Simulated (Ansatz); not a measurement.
Z-matrix (Å, degrees):
```
N
B 1 1.388
H 1 1.007 2 124.0
H 1 1.008 2 122.8 3 -180.0
B 2 1.713 1 117.2 3 179.9
H 2 1.200 1 117.4 3 -0.1
F 5 1.327 2 121.6 1 -178.7
H 5 1.212 2 123.9 1 1.2
```

Charge 0, multiplicity 1.

List the ωB97M-V/def2-TZVPP orbital energies in eV (the Gaussian-basis code of Ansatz). (Estimate.)

Ansatz gave: Occupied: -677.62, -395.01, -188.70, -187.11, -36.39, -27.32, -18.31, -17.35, -17.15, -15.71, -15.26, -13.89, -12.73, -11.38, -9.99. Lowest empty: 0.29, 2.16, 2.92, 3.19, 3.45, 4.26, 4.65, 4.94.
